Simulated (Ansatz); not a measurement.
`O[SiH](O)F` and `C#C[SiH](O)F` differ in one atom or group.

Ansatz, PBE0-D4/def2-TZVP geometries, multiplicity 1. Each molecule was computed in one conformer, which needn't be the lowest.

```tsv
property	`O[SiH](O)F`
HOMO energy (ωB97M-V/def2-TZVPP) / eV	-12.02
zero-point energy (PBE0-D4/def2-TZVP) / kJ/mol	106.0
HOMO energy (PBE/def2-TZVPP) / eV	-7.95
LUMO energy (B3LYP/def2-TZVPP) / eV	0.29
size of the dipole moment (ωB97M-V/def2-TZVPP) / D	1.54
LUMO energy (PBE0/def2-TZVPP) / eV	0.70
```

Task: What does the change do to each property? (Best estimate.)

Result: The calculation gave: 
| property | `C#C[SiH](O)F` | shift |
| --- | --- | --- |
| HOMO energy (ωB97M-V/def2-TZVPP) / eV | -11.01 | 1.01 |
| zero-point energy (PBE0-D4/def2-TZVP) / kJ/mol | 119.6 | 13.6 |
| HOMO energy (PBE/def2-TZVPP) / eV | -7.44 | 0.51 |
| LUMO energy (B3LYP/def2-TZVPP) / eV | -0.77 | -1.06 |
| size of the dipole moment (ωB97M-V/def2-TZVPP) / D | 2.26 | 0.72 |
| LUMO energy (PBE0/def2-TZVPP) / eV | -0.54 | -1.24 |

With PBE0 the HOMO rises by 0.89 eV and the LUMO falls by 1.24 eV, so the gap narrows by about 2.13 eV. PBE moves the HOMO by 0.51 eV and ωB97M-V by 1.01 eV. The zero-point energy changes by 13.6 kJ/mol with +3 modes. Dipoles are sizes alone; their direction can turn.

B3LYP here is the variant with VWN-RPA as its local correlation; programs differ in this.
